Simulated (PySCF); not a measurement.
Gas-phase reaction: 2 InCl3 + Br2 → 2 InBr + 3 Cl2

Method: PySCF energies (xtb for GFN2) plus ideal-gas RRHO corrections (1 bar). † marks an energy on the PBE0/def2-TZVP geometry and frequencies; other levels use their own. All species are closed-shell singlets. B3LYP is the form with VWN-RPA correlation. In: scalar-relativistic def2 core potential, no spin-orbit coupling. Br: all electrons, no relativistic terms. The harmonic model lacks anharmonicity and excited electronic states, which grow with temperature; levels with a mode under 35 cm⁻¹ are left out. Soft modes under 120 cm⁻¹ make the harmonic entropy rough for InCl3.

| level | ΔE electronic, kJ | ΔH°(298 K), kJ | ΔS°(298 K), J/K | ΔG°(2500 K), kJ |
|---|---|---|---|---|
| B3LYP/def2-TZVP† | 571 | 566 | 261 | -36 |
| GFN2-xTB | 419 | 415 | 244 | -143 |
| PBE/def2-SVP | 625 | 619 | 260 | 18 |
| PBE/def2-TZVP† | 573 | 568 | 261 | -33 |
| PBE0/def2-QZVP† | 627 | 622 | 261 | 20 |
| r2SCAN/def2-TZVP† | 663 | 658 | 261 | 57 |
ΔH° is lowest at GFN2-xTB and highest at r2SCAN/def2-TZVP†. No reference value is set beside these.
